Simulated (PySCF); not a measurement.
C₂H₇FSi₂, SMILES F[SiH2]/C=C/[SiH3].

Geometry optimised at B3LYP-D3(BJ)/def2-SVP. The structure was generated by enumeration; whether it is a known compound was not checked. One conformer was computed; it need not be the lowest.

Vertical ionisation energy (IE) and electron affinity (EA) in eV. Rows of orbital energies are one-electron estimates. Where ΔSCF, EOM or ADC give a negative EA the extra electron is unbound and the value depends on the basis.

| level | IE | EA |
|---|---|---|
| −ε(HOMO), −ε(LUMO), PBE0/def2-TZVP (PySCF) | … | … |
| −ε(HOMO), −ε(LUMO), PBE/def2-TZVP (PySCF) | 7.26 | 2.39 |

Question: Fill in the missing entries. (Estimate from the structure and the level; the computed values follow.)

Answer: 
- −ε(HOMO), −ε(LUMO), PBE0/def2-TZVP (PySCF), IE: 8.39
- −ε(HOMO), −ε(LUMO), PBE0/def2-TZVP (PySCF), EA: 1.44
